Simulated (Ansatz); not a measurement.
Z-matrix (Å, degrees):
```
C
S 1 1.808
H 1 1.089 2 110.8
H 1 1.090 2 106.7 3 -119.3
H 1 1.089 2 110.9 3 122.0
B 2 1.796 1 105.2 3 -50.3
S 6 1.798 2 119.4 1 -13.4
S 6 1.807 2 112.3 1 165.9
C 7 1.808 6 106.0 2 160.1
C 8 1.812 6 105.7 2 147.2
H 9 1.089 7 110.1 6 -30.4
H 9 1.089 7 111.6 6 92.4
H 9 1.090 7 106.5 6 -148.8
H 10 1.089 8 111.7 6 95.8
H 10 1.090 8 106.4 6 -145.4
H 10 1.088 8 110.6 6 -27.3
```

Total charge 0; spin multiplicity 1.

Problem. List the CAM-B3LYP/def2-TZVPP orbital energies in eV (Ansatz 0.2.0). (Best estimate.)

Solution. Ansatz gave: Occupied: -2419.77, -2419.61, -2419.59, -279.66, -279.58, -279.39, -217.82, -217.66, -217.64, -186.82, -162.41, -162.29, -162.25, -162.23, -162.22, -162.13, -162.10, -162.05, -162.04, -24.20, -23.41, -23.33, -20.50, -19.62, -19.18, -14.97, -14.23, -14.12, -13.75, -13.59, -13.39, -13.17, -12.65, -11.55, -11.04, -10.14, -9.73, -9.35, -8.23, -7.93. Lowest empty: 0.46, 1.25, 1.66, 2.27, 2.79, 3.06, 3.15, 3.30.
